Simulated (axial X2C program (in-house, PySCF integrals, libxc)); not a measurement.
## Spectroscopic constants of SbSe⁻

All values were computed with an in-house all-electron X2C program for linear molecules (integrals from PySCF). Spin-free means the one-electron spin-free X2C Hamiltonian; two-component (2c) means X2C with spin–orbit coupling and atomic mean-field two-electron Coulomb and Gaunt terms, so the difference of the two also holds small scalar two-electron terms. Basis: Sb dyall-acv3z [12s13p9d5f1g], Se dyall-acv3z [9s10p7d5f1g] (cores contracted in-house); Gaussian nuclei, density fitting, unrestricted open shells. Masses: Sb 120.904 u, Se 79.917 u.

Input file and command:
```json
{"zs": [51, 34], "q": -1, "bas": ["dyall-acv3z", "dyall-acv3z"], "levels": ["PBE0", "HF", "BHandHLYP"], "cc": true, "r0": 2.4, "thr": -1.0, "nmax": 90, "npts": 10, "nst": 2, "ntry": 6}
```
```bash
python so2c.py task.json out
```

Keys: zs atomic numbers; q charge; bas basis sets; levels methods; cc coupled cluster on or off; r0 starting distance in Å; thr threshold in hartree for freezing inner shells (an s shell follows its p shell); nmax most natural virtual spinors; npts points on the curve; nst determinants followed; ntry starts of the search. HF also brings MP2.

State, spin-free: M_S = 1, Λ = 0 (beyond evenly filled blocks: π+α, π-α); electrons by block: σα: 18, σβ: 18, π+α: 10, π+β: 9, π-α: 10, π-β: 9, δ+α: 3, δ+β: 3, δ-α: 3, δ-β: 3. Fragments: Sb + Se-.

State, 2c: Ω = 1 (⟨Sz⟩ = 1.00, ⟨Lz⟩ = 0.00 at PBE0); electrons by block: 1/2: 27, -1/2: 28, 3/2: 13, -3/2: 12, 5/2: 3, -5/2: 3. Fragments: Sb + Se-.

| Hamiltonian | level | Re (Å) | ωe (cm⁻¹) | αe (cm⁻¹) | De (eV) | μ (D) |
| --- | --- | --- | --- | --- | --- | --- |
| spin-free | PBE0 | 2.435 | 283.7 | 0.000167 | 3.10 | -1.63 |
| spin-free | HF | 2.442 | 284.4 | n/a | 1.43 | -2.77 |
| spin-free | CCSD | 2.455 | 278.0 | 0.00017 | 2.66 | n/a |
| spin-free | CCSD(T) | 2.465 | 273.7 | 0.000163 | 2.81 | n/a |
| spin-free | BHandHLYP | 2.435 | 286.4 | 0.000165 | 2.77 | -1.96 |
| 2c | PBE0 | 2.438 | 281.7 | 0.000169 | 3.01 | -1.61 |

Correlated methods: 12 electrons correlated (number of frozen shells: Sb 4 s, 3 p, 2 d; Se 3 s, 2 p, 1 d), 336 virtual spin orbitals or spinors in MP2, 89 natural virtuals in coupled cluster.

Dipoles are positive if Se is the positive end and refer to the centre of mass.

One determinant describes the state; a PBE0 search over occupations chose it and may have missed a lower one. De is counted from the lowest determinant-based energies of the atoms at the same level, without counterpoise correction. Density functionals use the spin component along the axis (collinear). CCSD and (T) use frozen natural virtuals with an MP2 correction for the truncation; (T) itself is uncorrected, so its De runs slightly low. Other states lie close and PBE0, whose exact exchange favours high spin, may order them wrongly; the determinant shown need not be the ground state. The nearest other spin-free determinant of the search, M_S = 0, Λ = 2, lies 0.55 eV up at the distance of the search. The functionals have no current-density term, which raises determinants with orbital currents, atoms included. With several unpaired electrons one determinant need not be a pure state. Open-shell Ω = 0 determinants with evenly filled partner blocks cannot be reached by this program, so the Ω shown need not be the lowest component. This is the Ω = 1 component of a π² triplet; the 0⁺ component is not one determinant and can lie lowest. The highest occupied level of some functionals is positive through self-interaction error; at Hartree–Fock it is bound. With the outer-core shells frozen, correlated bond lengths of heavy atoms tend to come out a few hundredths of an ångström too long. Hartree–Fock gets electron affinities wrong, so its lowest charge split need not be the true one.

No reliable constants came from BHandHLYP (2c), CCSD (2c), CCSD(T) (2c), HF (2c), MP2 (2c), MP2 (spin-free): no minimum in range, unconverged points, a curve that is not smooth, a change of character along it, or the two Hamiltonians disagreeing along it.

Rough cost a point (2c) on 1 thread(s) of a shared host, integrals apart: PBE0 4 s.

The whole task took 4.6 min on 1 thread of Arm Neoverse V1 (shared host).
